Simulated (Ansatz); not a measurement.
`C=C[CH2][Al]([F])[F]` + `C=CS` → `C=CCSC=C` + `[F][AlH][F]`  (substitution at a C–Al bond)

Gas-phase electronic energies from Ansatz, PBE0-D4/def2-TZVP geometries. CCSD(T)/CBS adds triple-zeta CCSD(T) − MP2 to the extrapolated MP2 energy (def2 sets, frozen cores). This one scheme is used for every species. One conformer a species, not always the lowest.

| level | ΔE (kJ/mol) |
| --- | --- |
| MP2/def2-TZVPP | 32.5 |
| CCSD/CBS(def2) | 34.7 |

Q: What does CCSD(T)/CBS give? (Best estimate.)

A: Computed: +33.9 kJ/mol. The listed levels differ from it by -1.4, 0.8 kJ/mol.

Largest T1 diagnostic among the species: 0.013.

The D4 term adds −4.7 kJ/mol with B3LYP and −2.9 kJ/mol with PBE0; it sums over pairs of atoms, weighted by their polarisabilities, and B3LYP, whose exchange is more repulsive, gets the larger term.

B3LYP here is the variant with VWN-RPA as its local correlation; programs differ in this.
